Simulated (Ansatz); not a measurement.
Mulliken charges of H₂NOPZn (`[NH]1P[O][Zn]1`) from ωB97M-V/def2-TZVPP in Ansatz (PBE0-D4/def2-TZVP geometry).

```tsv
atom	x (Å)	y (Å)	z (Å)	charge (e)
N1	-0.773	0.468	-0.436	-0.395
P2	0.065	0.067	0.951	0.401
O3	0.303	-1.459	0.658	-0.531
Zn4	-0.142	-1.200	-1.263	0.427
H5	-0.819	1.432	-0.744	0.105
H6	1.365	0.692	0.834	-0.009
```

Q: By hand: the dipole of these point charges (1 e Å = 4.8032 D).

A: Σ q r = (0.012, 0.248, -0.421) e Å, of length 0.489 e Å = 2.35 D.

Q: How does the dipole of the full density compare? (An estimate is asked.)

A: The calculation gave: (0.011, 0.048, -0.767) e Å, 3.69 D; the point charges give 0.64 times that, at 27° from its direction.

Point charges leave out the atoms' own dipoles, such as those of lone pairs, and Mulliken's split depends on the basis, so the two needn't agree.
